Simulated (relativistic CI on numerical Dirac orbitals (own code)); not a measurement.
Calculated at this level of theory: Dirac-Coulomb-Breit CI, KLI orbitals optimised for each configuration, model QED (radiative potential, 1s self-energy scaled to tabulated hydrogen-like ionisation energies), unscaled Slater integrals (own radial code, finite nucleus).

The strongest absorption lines from the ground level of an ion, among the configurations computed and to levels below about 496 eV (vacuum wavelength in Å, gf): 54.139 (3.5), 54.497 (1.9), 56.099 (1.5), 59.280 (4.7), 65.882 (1.1), 70.575 (0.83), 74.339 (1), 76.265 (0.69).

Problem. Which ion is it?
A. Tm XXXI
B. Tm XXXIII
C. Hf XXXVI
D. Eu XXVII

Solution. B. Tm XXXIII has 37 electrons and the ground level 4s2 4p6 4d 2D_3/2; the strongest line goes to 4s2 4p5 4d2 2F°_5/2. The pattern of lines fixes the number of electrons, and along that sequence the line energies rise steadily with the charge (about as its square where n changes within one kind of shell, about linearly where n is kept but much faster in heavy ions where fine structure, which grows about as Z⁴, sets the gap, and irregularly where shells cross), which fixes Z. Configurations outside the model, such as inner-shell arrays, can give stronger lines. At this charge energies of transitions that change n are usually good to better than 1 %, and those within a shell (Δn = 0) to a few per cent.

LS names give the leading component of a level, which can be under half, so a name can repeat, a term be missing and a line seem to break the LS rules.
